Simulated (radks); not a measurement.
Neutral antimony inside a hard spherical wall (all orbitals vanish at R), configuration held at [Kr] 4d10 5s2 5p3 and not refilled when levels cross. All-electron calculation, scalar-relativistic Kohn-Sham, LDA (Slater exchange, Perdew-Wang correlation), spin-polarised, spherical densities, finite nucleus; open shells are filled with parallel spins first (spin-orbit coupling, left out, can overturn this in heavy ions); Fermi nuclear charge, rms radius 4.6802 fm. Program: a radial shooting solver on a logarithmic mesh with Libxc functionals. Eigenvalues in eV for spin up, with the zero of energy where the potential of the charges vanishes at infinity; a dash marks a level that is unbound or too diffuse for the functional's potential to be trusted. A positive occupied level is held by the wall or, in an anion where self-interaction has pushed it up, behind a barrier. The pressure on the wall is -dE/dV.

| R (bohr) | E (hartree) | kinetic (hartree) | e(4p) | e(4d) | e(5s) | e(5p) | e(6s, empty) | e(5d, empty) | pressure (GPa) |
|---|---|---|---|---|---|---|---|---|---|
| free | -6475.82886 | 6770.844 | -101.44 | -33.468 | -13.592 | -5.520 | -0.541 | - | 0 |
| 20 | -6475.82886 | 6770.844 | -101.44 | -33.468 | -13.592 | -5.520 | -0.534 | 0.690 | < 0.0001 |
| 15 | -6475.82886 | 6770.844 | -101.44 | -33.468 | -13.592 | -5.520 | -0.482 | 0.898 | < 0.0001 |
| 12 | -6475.82884 | 6770.844 | -101.44 | -33.466 | -13.590 | -5.519 | -0.314 | 1.154 | 0.000384 |
| 6 | -6475.79167 | 6771.090 | -100.23 | -32.283 | -12.685 | -4.484 | 6.075 | 5.053 | 3.09 |
| 5 | -6475.69243 | 6771.611 | -98.460 | -30.566 | -11.326 | -2.751 | 13.340 | 8.764 | 16.9 |
| 3 | -6473.37218 | 6780.695 | -83.745 | -16.579 | 5.517 | 19.045 | 84.491 | 43.563 | 1060 |
| 2.5 | -6469.88689 | 6793.243 | -71.741 | -4.905 | 25.511 | 43.503 | 151.72 | 76.670 | 4210 |
| 2 | -6459.14368 | 6830.186 | -46.570 | 21.328 | 79.595 | 106.03 | 302.11 | 151.80 | 22100 |
| 1.5 | -6417.03222 | 6961.770 | 20.224 | 96.015 | 258.71 | 298.90 | 706.97 | 357.44 | 172000 |
